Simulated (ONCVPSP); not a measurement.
# What one change does to a pseudopotential (Ag (Z = 47), ONCV)

```
Element                 : Ag (Z = 47)
Generator               : ONCVPSP 4.0.1
Type                    : optimised norm-conserving Vanderbilt (ONCV)
Functional              : PBE
Relativity              : scalar-relativistic
Frozen core             : [Ar] 3d10
Valence charge          : 19
Reference configuration : 4s2 4p6 4d9.5 (charge +1.5)
Partial waves           : 4s: rc 1.35 bohr, ncon 4, nbas 8, qcut 8.6 1/bohr, 2 projectors, debl 0.7 Ha; 4p: rc 1.25 bohr, ncon 4, nbas 7, qcut 11.8 1/bohr, 3 projectors, debl 1.9 Ha; 4d: rc 1.90 bohr, ncon 4, nbas 8, qcut 9.1 1/bohr, 3 projectors, debl 1 Ha
Local potential         : polynomial inside 0.90 bohr (lpopt 5, dvloc0 -1 Ha)
Core correction         : Teter function, fcfact 1.5, rcfact 1.7
```

In the s channel the program set the typed energies aside and used -4.049, 0.250 Ha. In the p channel the program set the typed energies aside and used -2.707, 0.250, 2.150 Ha.

All-electron outer shells of the reference configuration (PBE, scalar-relativistic, ld1.x):

```csv
shell,level (eV),outermost node (bohr),outermost maximum (bohr)
4s,-110.19,0.44,0.82
4p,-73.66,0.44,0.87
4d,-22.04,0.43,1.03
```

Change: core correction Teter function, fcfact 5.7, rcfact 1.7.

Cutoffs: the cutoffs (Ha) at which the residual kinetic energy of the hardest occupied pseudo-wave falls to 1 and 0.1 mHa per electron; they do not see the model core or the augmentation charge, which bear on the density cutoff. Errors are all-electron minus pseudo energies relative to the spin-unpolarised reference configuration.

**Question.** Predict the effect on cutoff, ghosts and configuration errors.

**Answer.** The potential gets neither clearly harder nor softer (45 Ha and 54 Ha → 45 Ha and 54 Ha); of the 4 tests that both files solve, the error grows in 0 and shrinks in 2 by more than 15 % and 0.3 meV (median size 1.5 → 1.3 meV); neither file shows a bound ghost. A model core, the more so a compact one, raises the density cutoff, which this test does not measure.

```csv
quantity,base,changed
"cutoff, loose",45 Ha,45 Ha
"cutoff, tight",54 Ha,54 Ha
bound ghosts,none,none
GHOST(+) flags under 300 eV,s at 143.4 eV,s at 143.4 eV
"error for 4s2 4p6 4d10 5s1, meV [ΔE -17.16 eV]",+1.8,+1.5
"error for 4s2 4p6 4d10, meV [ΔE -9.40 eV]",+1.2,+1.1
"error for 4s2 4p6 4d9, meV [ΔE 12.71 eV]",-0.2,-0.4
"error for 4s2 4p6 4d7, meV [ΔE 100.62 eV]",+59,+49
s: phases at 1.37 bohr within 0.05 rad from the reference energy up to (Ha; the scan ends near 5),4.8,4.8
p: phases at 1.27 bohr within 0.05 rad from the reference energy up to (Ha; the scan ends near 5),to the end of the scan,to the end of the scan
d: phases at 1.93 bohr within 0.05 rad from the reference energy up to (Ha; the scan ends near 5),to the end of the scan,to the end of the scan
"rms error of d²Exc/dni dnj with the model core, mHa",1.29,5.64
```
